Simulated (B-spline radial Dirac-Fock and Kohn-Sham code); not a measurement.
Two-hole binding energies of Mn²⁺

System: manganese as Mn²⁺, [Ar] 3d3 4s2 (not the ground configuration).

Calculated with an atomic code on a B-spline grid, using ΔSCF Dirac-Fock with Breit, self-energy and vacuum polarisation, finite nucleus, configuration average. U is the two-hole binding energy less the two single-hole energies, the effective repulsion of the holes after relaxation. Each two-hole energy is an average over J within one jj subconfiguration.

| holes | E(a) (eV) | E(b) (eV) | E(ab) (eV) | U (eV) |
| --- | --- | --- | --- | --- |
| 1s⁻² | 6589.2 | 6589.2 | 13534.1 | 355.7 |
| 1s⁻¹ 2p1/2⁻¹ | 6589.2 | 704.4 | 7388.4 | 94.8 |
| 1s⁻¹ 3p3/2⁻¹ | 6589.2 | 96.76 | 6714.4 | 28.5 |
| 2s⁻² | 825.7 | 825.7 | 1712.4 | 61.0 |
| 2s⁻¹ 2p1/2⁻¹ | 825.7 | 704.4 | 1585.7 | 55.7 |
| 2p1/2⁻² | 704.4 | 704.4 | 1480.2 | 71.4 |
| 2p1/2⁻¹ 2p3/2⁻¹ | 704.4 | 694.2 | ? | ? |
| 2p3/2⁻² | 694.2 | 694.2 | 1455.7 | 67.3 |
| 2s⁻¹ 3p3/2⁻¹ | 825.7 | 96.76 | 948.5 | 26.1 |
| 2p1/2⁻¹ 3s⁻¹ | 704.4 | 136.2 | 867.6 | 27.0 |
| 2p3/2⁻¹ 3s⁻¹ | 694.2 | 136.2 | 857.4 | 27.0 |
| 2p3/2⁻¹ 3p1/2⁻¹ | 694.2 | 98.09 | 819.1 | 26.7 |
| 3p1/2⁻² | 98.09 | 98.09 | 218.8 | 22.6 |
| 3p3/2⁻² | 96.76 | 96.76 | 215.0 | 21.5 |

Problem. Give the missing two-hole energy and U.

Solution. E(ab) = 1464.7 eV and U = 66.0 eV.
